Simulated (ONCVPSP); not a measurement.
What one change does to a pseudopotential (Pb (Z = 82), ONCV)

ONCVPSP 4.0.1 input, shortened (lines: element, Z, core and valence counts, functional; n l f; lmax; l rc ep ncon nbas qcut; lloc lpopt rc5 dvloc0; l nproj debl; icmod fcfact rcfact), PBE, fully relativistic:

```
  Pb 82.00   10    5        4      upf
    1    0    2.00
    2    0    2.00
    2    1    6.00
    3    0    2.00
    3    1    6.00
    3    2   10.00
    4    0    2.00
    4    1    6.00
    4    2   10.00
    4    3   14.00
    5    0    2.00
    5    1    6.00
    5    2   10.00
    6    0    2.00
    6    1    1.00
    2
    0    1.25    0.00    3    6    8.30
    1    1.45    0.00    4    7    8.50
    2    1.55    0.00    3    7   11.50
    4    3    1.00    3.00
    0    2    0.80
    1    2    2.60
    2    1    1.50
    1    0.20    0.00
```

Open shells are filled in proportion to 2j + 1.

Change: all radii but the core radius scaled by about 1.24 (s 1.56, p 1.80, d 1.92 bohr); local potential polynomial inside 1.24 bohr (lpopt 3, dvloc0 3 Ha).

Cutoffs: the cutoffs (Ha) at which the residual kinetic energy of the hardest occupied pseudo-wave falls to 1 and 0.1 mHa per electron; they do not see the model core or the augmentation charge, which bear on the density cutoff. Errors are all-electron minus pseudo energies relative to the spin-unpolarised reference configuration.

Problem. How do hardness, ghosts and transferability respond?

Solution. The potential gets softer (30 Ha and 43 Ha → 26 Ha and 30 Ha); of the 4 tests that both files solve, the error grows in 2 and shrinks in 0 by more than 15 % and 0.3 meV (median size 0.4 → 0.6 meV); neither file shows a bound ghost. A larger radius leaves more room for a smooth pseudo-wave, so fewer plane waves are needed.

| quantity | base | changed |
| --- | --- | --- |
| cutoff, loose | 30 Ha | 26 Ha |
| cutoff, tight | 43 Ha | 30 Ha |
| loose cutoff by channel | s 30 Ha, p 27 Ha, d 25 Ha | s 24 Ha, p 23 Ha, d 26 Ha |
| bound ghosts | none | none |
| GHOST(+) flags under 300 eV | s at 287.5 eV | none |
| error for 5s2 5p6 5d10 6s2 6p2, meV [ΔE -6.70 eV] | -0.3 | -0.1 |
| error for 5s2 5p6 5d10 6s2 6p0, meV [ΔE 13.61 eV] | +0.2 | 0.0 |
| error for 5s2 5p6 5d10 6s1 6p0, meV [ΔE 46.01 eV] | -3.1 | -6.4 |
| error for 5s2 5p6 5d9 6s2 6p2, meV [ΔE 20.38 eV] | -0.6 | +1.0 |
| rms error of d²Exc/dni dnj with the model core, mHa | 2.30 | 2.14 |
